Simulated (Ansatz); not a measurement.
One geometry of V3O2⁺, several levels of theory.

```yaml
crystal:
  periodic: [false, false, false]
  atoms:
    - {symbol: V, position_ang: [0.952288, 0.524615, 0.312389]}
    - {symbol: V, position_ang: [-1.199637, 0.635360, 0.437564]}
    - {symbol: V, position_ang: [-0.763186, -1.291295, 0.304423]}
    - {symbol: O, position_ang: [0.929650, -1.177464, -0.167491]}
    - {symbol: O, position_ang: [0.080885, 1.308794, -0.886886]}
basis:
  gaussian: {orbitals: STO-3G}
total_charge: 1
hamiltonian: {xc: hf}
scf: {omitted_lower_state_checks: [starts]}
output: {orbitals: {seedname: orbitals}}
```

The file start.molden holds the orbitals of an earlier run on this structure, at another level or in another basis.

```sh
$ ansatz run in.yaml --threads 4 --pin off --events-out ev --progress --plain --max-ram 4787MiB
```

Output, abridged:

```
Functional definition: HF
914 factors; integrals over basis functions are off by at most 5.7e-4 eV
mean field evaluation 1: about -80160.3961 eV, gradient 8.0e1 eV
mean field evaluation 2: about -80160.8392 eV, gradient 8.0e1 eV
mean field evaluation 4: about -80180.8496 eV, gradient 2.9e1 eV
mean field evaluation 8: about -80184.0953 eV, gradient 2.3e0 eV
mean field evaluation 16: about -80184.5047 eV, gradient 4.1e-1 eV
mean field evaluation 32: about -80184.5883 eV, gradient 4.0e-1 eV
mean field -80184.60153553 eV, -2946.7297553558 hartree, gradient 7.9e-6 eV, S^2 0.000000; 0 other end points of the search recorded, 0 dependent functions left out
reference -80184.60153553 eV, -2946.7297553558 hartree; 42, 42 occupied and 22, 22 virtual orbitals, 914 factors
Total energy: -80184.60153553 eV, -2946.7297553558 hartree
Checks for a lower state left out: starts
```

It took 1.3 s on 4 threads of Arm Neoverse V2 on a shared host.

First input, but with `gaussian: {orbitals: def2-TZVP, initial_orbitals: start.molden}`, `hamiltonian: {xc: {name: PBE-QIDH}}` and without the key `output` (abridged; 19 s):

```
Functional definition: PBE-QIDH
mean field evaluation 16: about -81094.2129 eV, gradient 2.6e-2 eV
mean field -81094.21300789 eV, -2980.1573604082 hartree, gradient 3.6e-6 eV, S^2 0.000000; unrestricted orbitals would lower it
17 core orbitals not correlated: weight in the atoms' cores, before any rotation towards them, 1.000 or more for the frozen orbitals, at most 0.000 for the correlated occupied ones
second order -64.53087489 eV of doubles, -0.00000000 eV of singles
Total energy: -81115.72331586 eV, -2980.9478496459 hartree
Checks for a lower state left out: starts
```

As the first input, with `gaussian: {orbitals: def2-TZVP, initial_orbitals: start.molden}`, `hamiltonian: {xc: pbe}`, `correlation: {method: rpa}` and without the key `output` (abridged; 29 s):

```
Functional definition: PBE
mean field -81132.47173862 eV, -2981.5633428298 hartree, gradient 2.7e-6 eV, S^2 0.000000; unrestricted orbitals would lower it
mean field evaluation 16: about -81034.2461 eV, gradient 7.7e0 eV
17 core orbitals not correlated: weight in the atoms' cores, before any rotation towards them, 1.000 or more for the frozen orbitals, at most 0.000 for the correlated occupied ones
Total energy: -81102.88052097 eV, -2980.4758856386 hartree
Checks for a lower state left out: starts
```

As the first input, with `gaussian: {orbitals: def2-SVP, initial_orbitals: start.molden}`, `hamiltonian: {xc: pbe0, dispersion: d4}` (abridged; 3.1 s):

```
Functional definition: PBE0
mean field -81113.98319035 eV, -2980.8839012128 hartree, gradient 4.8e-5 eV, S^2 0.000000
Total energy: -81114.12211031 eV, -2980.8890064272 hartree
Checks for a lower state left out: starts
```

Geometry: PBE-D4/def2-SVP.

Correlated methods freeze 17 core orbitals; core or outer-core shells of V are correlated, in sets that lack core-valence functions. The restricted singlet is unstable towards broken spin symmetry in Hartree–Fock (as tested in another run); at HF/STO-3G this wasn't settled. At PBE-QIDH/def2-TZVP, RPA@PBE/def2-TZVP the restricted singlet (for correlated methods, its reference) is unstable: a solution with broken spin symmetry lies lower. The restricted singlet is unstable towards broken spin symmetry at other levels; at PBE0-D4/def2-SVP this wasn't settled. No other spin state of charge 1 was run. The geometry of the singlet was relaxed on an unsound state (restricted singlet, unstable towards broken spin symmetry at other levels and untested here). The structure comes from a short search, and lower isomers may exist.
